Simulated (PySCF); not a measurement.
Compound: C5H6F2O.
Atom-mapped SMILES: `[CH2:1]=[C:2]1[CH2:3][C@@H:4]1[O:5][CH:6]([F:7])[F:8]` (hydrogens: H9, H10 on C1; H11, H12 on C3; H13 on C4; H14 on C6)

The same species was optimised twice, with GFN2-xTB and with PBE0-D3(BJ)/def2-SVP (PySCF), and the same property calculations (PySCF, gas phase) were run on both structures.

```json
{"coordinate": "C4–O5 (Å)", "GFN2-xTB": "1.417", "PBE0-D3(BJ)/def2-SVP": "1.399", "change": "-0.018"}
{"coordinate": "C1=C2 (Å)", "GFN2-xTB": "1.307", "PBE0-D3(BJ)/def2-SVP": "1.322", "change": "+0.015"}
{"coordinate": "C6–F7 (Å)", "GFN2-xTB": "1.363", "PBE0-D3(BJ)/def2-SVP": "1.350", "change": "-0.013"}
{"coordinate": "O5–C6 (Å)", "GFN2-xTB": "1.345", "PBE0-D3(BJ)/def2-SVP": "1.355", "change": "+0.010"}
{"coordinate": "C6–F8 (Å)", "GFN2-xTB": "1.341", "PBE0-D3(BJ)/def2-SVP": "1.332", "change": "-0.009"}
{"coordinate": "C2–C4 (Å)", "GFN2-xTB": "1.472", "PBE0-D3(BJ)/def2-SVP": "1.467", "change": "-0.005"}
{"coordinate": "C3–C4 (Å)", "GFN2-xTB": "1.513", "PBE0-D3(BJ)/def2-SVP": "1.511", "change": "-0.002"}
{"coordinate": "C2–C3 (Å)", "GFN2-xTB": "1.465", "PBE0-D3(BJ)/def2-SVP": "1.465", "change": "0.000"}
{"coordinate": "F7–C6–F8 (°)", "GFN2-xTB": "105.7", "PBE0-D3(BJ)/def2-SVP": "107.8", "change": "+2.1"}
{"coordinate": "O5–C6–F8 (°)", "GFN2-xTB": "108.8", "PBE0-D3(BJ)/def2-SVP": "107.4", "change": "-1.4"}
{"coordinate": "O5–C6–F7 (°)", "GFN2-xTB": "112.1", "PBE0-D3(BJ)/def2-SVP": "111.2", "change": "-0.9"}
{"coordinate": "C2–C4–O5 (°)", "GFN2-xTB": "120.1", "PBE0-D3(BJ)/def2-SVP": "120.7", "change": "+0.6"}
{"coordinate": "C4–O5–C6 (°)", "GFN2-xTB": "114.8", "PBE0-D3(BJ)/def2-SVP": "114.4", "change": "-0.4"}
{"coordinate": "C2–C3–C4 (°)", "GFN2-xTB": "59.2", "PBE0-D3(BJ)/def2-SVP": "59.0", "change": "-0.2"}
{"coordinate": "C2–C4–C3 (°)", "GFN2-xTB": "58.7", "PBE0-D3(BJ)/def2-SVP": "58.9", "change": "+0.2"}
{"coordinate": "C1–C2–C3 (°)", "GFN2-xTB": "149.9", "PBE0-D3(BJ)/def2-SVP": "149.8", "change": "-0.1"}
{"coordinate": "C3–C4–O5–C6 (°)", "GFN2-xTB": "-142", "PBE0-D3(BJ)/def2-SVP": "-149", "change": "-7"}
{"coordinate": "C4–O5–C6–F7 (°)", "GFN2-xTB": "84", "PBE0-D3(BJ)/def2-SVP": "78", "change": "-6"}
```

Rotational constants: A = 4035, B = 1389, C = 1106 MHz (GFN2-xTB) against A = 4069, B = 1393, C = 1100 MHz (PBE0-D3(BJ)/def2-SVP). Point groups within 0.08 Å: C1 and C1.

On the GFN2-xTB structure: lowest singlet, TDDFT (eV) 6.31 [wB97X-D/def2-SVPD]; lowest triplet, Tamm–Dancoff (eV) 4.45 [wB97X-D/def2-SVPD]; isotropic polarisability (au) 64.9 [wB97X-D/def2-SVPD]; HOMO (eV) -9.94 [wB97X-D/def2-SVPD]; LUMO (eV) 1.23 [wB97X-D/def2-SVPD]; dipole (D) 3.15 [wB97X-D/def2-SVPD]; HOMO (eV) -8.05 [PBE0/pcSseg-1]; LUMO (eV) -0.50 [PBE0/pcSseg-1]; dipole (D) 3.08 [PBE0/pcSseg-1]; GIAO shielding of C1 (ppm) 69.3 [PBE0/pcSseg-1]; GIAO shielding of C2 (ppm) 48.9 [PBE0/pcSseg-1]; GIAO shielding of C3 (ppm) 172.9 [PBE0/pcSseg-1]; GIAO shielding of C4 (ppm) 133.4 [PBE0/pcSseg-1]; GIAO shielding of O5 (ppm) 209.4 [PBE0/pcSseg-1]; GIAO shielding of C6 (ppm) 61.0 [PBE0/pcSseg-1]; GIAO shielding of F7 (ppm) 264.0 [PBE0/pcSseg-1]; GIAO shielding of F8 (ppm) 269.9 [PBE0/pcSseg-1].

Question: What do these properties become on the PBE0-D3(BJ)/def2-SVP structure?

Answer: 
```
                                    property              level  on GFN2-xTB  on PBE0-D3(BJ)/def2-SVP  change
                  lowest singlet, TDDFT (eV)  wB97X-D/def2-SVPD         6.31                     6.23   -0.08
           lowest triplet, Tamm–Dancoff (eV)  wB97X-D/def2-SVPD         4.45                     4.30   -0.15
               isotropic polarisability (au)  wB97X-D/def2-SVPD         64.9                     65.7    +0.8
                                   HOMO (eV)  wB97X-D/def2-SVPD        -9.94                    -9.80   +0.14
                                   LUMO (eV)  wB97X-D/def2-SVPD         1.23                     1.22   -0.01
                                  dipole (D)  wB97X-D/def2-SVPD         3.15                     2.82   -0.33
energy, GFN2-xTB geometry as zero (kcal/mol)  wB97X-D/def2-SVPD          0.0                     -0.8    -0.8
                                   HOMO (eV)      PBE0/pcSseg-1        -8.05                    -7.90   +0.15
                                   LUMO (eV)      PBE0/pcSseg-1        -0.50                    -0.50    0.00
                                  dipole (D)      PBE0/pcSseg-1         3.08                     2.75   -0.33
energy, GFN2-xTB geometry as zero (kcal/mol)      PBE0/pcSseg-1          0.0                     -0.7    -0.7
                  GIAO shielding of C1 (ppm)      PBE0/pcSseg-1         69.3                     66.1    -3.2
                  GIAO shielding of C2 (ppm)      PBE0/pcSseg-1         48.9                     45.2    -3.7
                  GIAO shielding of C3 (ppm)      PBE0/pcSseg-1        172.9                    171.7    -1.2
                  GIAO shielding of C4 (ppm)      PBE0/pcSseg-1        133.4                    134.9    +1.5
                  GIAO shielding of O5 (ppm)      PBE0/pcSseg-1        209.4                    208.4    -1.0
                  GIAO shielding of C6 (ppm)      PBE0/pcSseg-1         61.0                     62.0    +1.0
                  GIAO shielding of F7 (ppm)      PBE0/pcSseg-1        264.0                    271.5    +7.5
                  GIAO shielding of F8 (ppm)      PBE0/pcSseg-1        269.9                    275.0    +5.1
```

The heavy atoms differ by 0.092 Å rms after alignment. Among bonds between heavy atoms C4–O5 changes most (-0.018 Å). Changes are differences of the printed values. Neither structure is proved a minimum here.

Shape of the structure used: `[CH2:1]=[C:2]1[CH2:3][C@@H:4]1[O:5][CH:6]([F:7])[F:8]`: C3–C4–O5–C6 -149°, C4–O5–C6–F7 78°.

The pairwise dispersion term of wB97X-D wasn't added to the energies; at a given geometry it leaves orbitals and properties as they are.
